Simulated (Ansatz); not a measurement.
PtCl2⁻. Total charge -1; doublet. Geometry PBE-D4/def2-TZVP, that of the neutral singlet; atoms count from 1.

Cartesian coordinates in Å:
```
Pt -0.3296 -0.2051 0.5550
Cl 0.2428 1.8784 0.4252
Cl 0.0868 -1.6733 -0.9801
```

In the def2 sets Pt takes a core potential; there is no spin–orbit coupling. The structure comes from a short search, and lower isomers may exist.

(1) Estimate the Mulliken populations from the PBE0/def2-TZVPD orbitals of Ansatz.

(2) Where does the spin sit?

(3) And the Mayer bond orders between bonded heavy atoms (over 0.3)?

Answers

(1) 
```tsv
atom	charge (e)	spin (α − β)	d electrons
Pt1	0.14	0.72	8.76
Cl2	-0.57	0.14	–
Cl3	-0.57	0.14	–
```
Mulliken values and Mayer orders depend strongly on the basis. With diffuse functions, as here, like atoms can get unlike values, and bond orders can come out too low or too high.

(2) Summed by element: Pt 0.72, Cl 0.28, of 1 unpaired in all. Largest on single atoms: Pt1 0.72, Cl2 0.14, Cl3 0.14.

(3) Pt1–Cl2 0.89 (2.16 Å); Pt1–Cl3 0.89 (2.16 Å).
